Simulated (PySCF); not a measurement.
**From a computed spectrum to the compound**

A species of 4 atoms with charge 2 has these harmonic modes (PBE0, small Gaussian bases with core potentials, PySCF 2.14.0):

```tsv
cm⁻¹	km/mol	symmetry
201	62.7	π
201	62.7	π
274	14.2	σ+
846	20.4	π
846	20.4	π
2245	215.7	σ+
3348	167.9	σ+
```

(1) Which species is it, and in which structure?

## Answers

(1) [Yb(HCN)]2+ (singlet in the valence; each metal's 4f electrons, 14 of them, lie in its core potential, out of spins and levels):
```xyz
4

Yb    0.0000    0.0000   -0.4068
N     0.0000    0.0000    2.0235
C     0.0000    0.0000    3.1769
H     0.0000    0.0000    4.2719
```
Ideal gas at 298.15 K and 1 bar: S = 275.0 J/(mol K), Cp = 56.5 J/(mol K), H − H(0 K) = 13.2 kJ/mol (rigid rotor, harmonic modes, spin degeneracy alone, that of the 4f electrons in the core included). An lcecp potential fixes the number of 4f electrons, so in runs with it no electron can move into or out of that shell.
 Other answers can fit too; this one was computed.
